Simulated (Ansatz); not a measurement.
Gas-phase electronic energies from Ansatz, PBE0-D4/def2-TZVP geometries. CCSD(T)/CBS is the MP2 limit (def2-TZVPP, def2-QZVPP) plus CCSD(T) − MP2 in def2-TZVPP, frozen cores. This one scheme is used for every species. DFT in def2-TZVPP. B3LYP here is the variant with VWN-RPA as its local correlation; programs differ in this. For Ge outer-core shells are correlated without core-valence functions, which leaves a few kJ/mol of doubt a bond. Scalar relativity is left out up to krypton. One conformer a species, not always the lowest.

Consider the redistribution: `[F][GeH2][SH]` + `[F][AlH][CH2][SiH3]` → `[SiH3][CH2][GeH2][SH]` + `[F][AlH][F]`.

| level | ΔE (kcal/mol) |
| --- | --- |
| ωB97X-V | -23.7 |
| r2SCAN | -23.3 |
| PBE0 | -22.9 |
| B3LYP | -22.6 |
| MP2/def2-TZVPP | -27.8 |
| SCS-MP2/def2-TZVPP | -26.5 |
| HF/def2-QZVPP | -22.8 |
| MP2/def2-QZVPP | -28.1 |

(1) What does CCSD(T)/CBS give? (An estimate is asked.)

Largest T1 diagnostic among the species: 0.013.

Answers

(1) Computed: -27.0 kcal/mol. The listed levels differ from it by 3.3, 3.7, 4.1, 4.4, -0.8, 0.5, 4.2, -1.1 kcal/mol.

In def2-TZVPP, CCSD(T) changes the Hartree–Fock value by −3.5 kcal/mol (the triples alone add −0.1 kcal/mol) and MP2 by −4.9 kcal/mol. From PBE to PBE0 (25 % exact exchange), in def2-TZVPP and without D4, ΔE moves by −1.1 kcal/mol. The D4 term adds −2.0 kcal/mol with B3LYP and −1.1 kcal/mol with PBE0; it sums over pairs of atoms, weighted by their polarisabilities, and B3LYP, whose exchange is more repulsive, gets the larger term.
